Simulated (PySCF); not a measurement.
This PySCF input asks for the NMR shieldings of `InChI=1S/C8H13BSi/c1-7-8(6-10-7)4-5-9(2)3/h6-7H,10H2,1-3H3/t7-/m0/s1`; the geometry comes from GFN2-xTB.

```python
import basis_set_exchange as bse
import numpy as np
from pyscf import gto, dft
from pyscf.prop import nmr

atoms = """
C     2.416013   -1.737885    2.015578
B     2.150854   -1.479182    0.478673
C     3.233085   -1.867873   -0.606464
C     0.860029   -0.857740    0.040444
C    -0.197502   -0.366469   -0.310299
C    -1.386536    0.243966   -0.703132
C    -2.554382   -0.283379   -1.129572
Si   -3.399326    1.378948   -1.359241
C    -1.607469    1.748406   -0.719776
C    -1.437049    2.401550    0.642733
H     1.509930   -1.787500    2.615109
H     2.993262   -2.643503    2.190076
H     3.011082   -0.912886    2.409848
H     4.234671   -1.971198   -0.195745
H     3.272577   -1.166154   -1.436996
H     2.964559   -2.833419   -1.036562
H    -2.774821   -1.331624   -1.255682
H    -3.697655    1.823533   -2.720397
H    -4.474694    1.736848   -0.434998
H    -0.936231    2.235364   -1.432555
H    -2.093713    1.934589    1.374551
H    -1.681549    3.460942    0.589697
H    -0.409888    2.301651    0.994790
"""
names = dict.fromkeys(["C", "B", "Si", "H"], "pcSseg-1")
basis = {el: gto.basis.parse(bse.get_basis(n, elements=[el], fmt="nwchem")) for el, n in names.items()}
mol = gto.M(atom=atoms, basis=basis, charge=0, verbose=0)
mf = dft.RKS(mol, xc="PBE0")
mf.grids.level = 2
mf.grids.alignment = dft.numint.BLKSIZE   # the property module wants whole blocks of grid points
mf.conv_tol = 1e-9
mf.kernel()

calc = nmr.RKS(mf)   # GIAO
C = mf.mo_coeff
Co = C[:, mf.mo_occ > 0]
resp = mf.gen_response(singlet=True, hermi=2)
def vind(x):   # induced exchange potential for any number of trial vectors
    d = np.einsum("pi,xij,qj->xpq", C, 2 * x.reshape(-1, C.shape[1], Co.shape[1]), Co, optimize=True)
    return np.einsum("xpq,pi,qj->xij", resp(d - d.transpose(0, 2, 1)), C, Co, optimize=True).ravel()
mo1, _ = nmr.rhf.solve_mo1(calc, with_cphf=vind)
sigma = calc.kernel(mo1)
for i, s in enumerate(sigma):   # ppm
    w = np.linalg.eigvalsh((s + s.T) / 2)
    print("%2d %-2s iso %8.1f  s11 %8.1f  s22 %8.1f  s33 %8.1f" % (i, mol.atom_pure_symbol(i), w.mean(), *w))
```

Question: What are the results?

Answer: 
```
 0 C  iso    170.3  s11    146.9  s22    176.4  s33    187.5
 1 B  iso     28.8  s11    -48.4  s22     10.5  s33    124.4
 2 C  iso    170.8  s11    147.3  s22    177.1  s33    187.9
 3 C  iso     69.4  s11    -13.1  s22      3.9  s33    217.3
 4 C  iso     51.1  s11    -20.3  s22      3.8  s33    169.7
 5 C  iso     28.9  s11    -80.7  s22     29.6  s33    137.9
 6 C  iso     48.9  s11    -51.5  s22     38.6  s33    159.8
 7 Si iso    387.6  s11    348.9  s22    387.6  s33    426.2
 8 C  iso    150.5  s11    135.5  s22    144.9  s33    171.1
 9 C  iso    167.2  s11    155.5  s22    162.6  s33    183.4
10 H  iso     30.4  s11     26.2  s22     30.1  s33     34.9
11 H  iso     30.6  s11     26.8  s22     29.5  s33     35.4
12 H  iso     31.0  s11     27.4  s22     29.1  s33     36.5
13 H  iso     30.5  s11     26.9  s22     29.7  s33     35.0
14 H  iso     30.6  s11     26.4  s22     30.0  s33     35.4
15 H  iso     31.0  s11     27.2  s22     29.2  s33     36.7
16 H  iso     25.6  s11     23.8  s22     24.9  s33     28.2
17 H  iso     26.8  s11     23.9  s22     24.8  s33     31.8
18 H  iso     27.1  s11     24.2  s22     25.6  s33     31.6
19 H  iso     29.2  s11     26.3  s22     28.2  s33     33.1
20 H  iso     30.7  s11     27.4  s22     29.0  s33     35.6
21 H  iso     30.4  s11     26.2  s22     27.9  s33     37.2
22 H  iso     29.9  s11     25.3  s22     28.8  s33     35.5
```

These numbers come from an equivalent density-fitted implementation of the same equations, which agrees with the script to about 0.01 ppm for H and up to a few tenths of a ppm for heavy atoms, so last digits may differ.

Size and cost of the density-fitted run: 242 basis functions, 2.3 min wall time on 1 thread of an Arm Neoverse N1, shared host; peak memory 1.1 GiB.
